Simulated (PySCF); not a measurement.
GaClBr₂, SMILES [Cl][Ga]([Br])[Br]. The structure is a stationary point at B3LYP-D3(BJ)/def2-SVP.

These are PySCF with B3LYP-D3(BJ)/def2-SVP values and carry that method's errors.

Harmonic wavenumbers (cm⁻¹): 86, 107, 117, 252, 350, 439. Rotational constants (GHz): 1.562, 0.8046, 0.5310; symmetry number 2.

Q: Work out the zero-point energy and the ideal-gas rigid-rotor harmonic-oscillator thermochemistry at 298.15 K and 1 atm.

A: ZPE = ½ Σ hcν = ½ × 1351 cm⁻¹ = 1.93 kcal/mol. H − E(el) = 6.37 kcal/mol. Entropy in cal/(mol K): translation 42.62, rotation 29.18, vibration 13.94, total 85.74. G − E(el) = -19.19 kcal/mol. Cp = 18.51 cal/(mol K). Modes under 150 cm⁻¹ make the vibrational entropy uncertain.
